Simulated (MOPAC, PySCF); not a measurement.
H$_{3}$ClSn, SMILES `[Cl][SnH3]`, neutral singlet in the gas phase. 

Cartesian coordinates (Å):
```xyz
5

Cl     2.1619    -0.1556    -0.0308
Sn    -0.1881     0.0136     0.0027
H     -0.5483     1.6428    -0.3455
H     -0.6711    -0.4453     1.5716
H     -0.7544    -1.0555    -1.1981
```
Charge 0, multiplicity 1.

All levels are single points at this geometry (B3LYP-D3(BJ)/def2-TZVP); Pople sets use spherical d functions. Orbital energies aren't observables, and empty levels follow the basis.

```csv
level,HOMO (eV),LUMO (eV),gap (eV),dipole (D),"vertical IE, Delta-SCF (eV)"
PBE-D3(BJ)/def2-TZVP in PySCF,-7.24,-1.79,5.45,2.45,–
TPSSh-D3(BJ)/def2-TZVP in PySCF,-7.93,-1.32,6.61,2.53,–
B3LYP/6-311+G** (LANL2DZ on Sn) in PySCF,-8.41,-1.22,7.19,3.16,–
B3LYP/6-31G* (LANL2DZ on Sn) in PySCF,-8.32,-1.20,7.12,3.07,11.00
PBE/6-31G* (LANL2DZ on Sn) in PySCF,-7.21,-1.81,5.40,2.94,–
SVWN5/6-31G* (LANL2DZ on Sn) in PySCF,-7.28,-1.94,5.34,2.99,–
AM1 in MOPAC,-10.46,-0.90,9.56,3.66,–
PM6 in MOPAC,-10.60,0.10,10.70,3.98,–
PM7 in MOPAC,-10.59,1.37,11.96,4.75,–
```
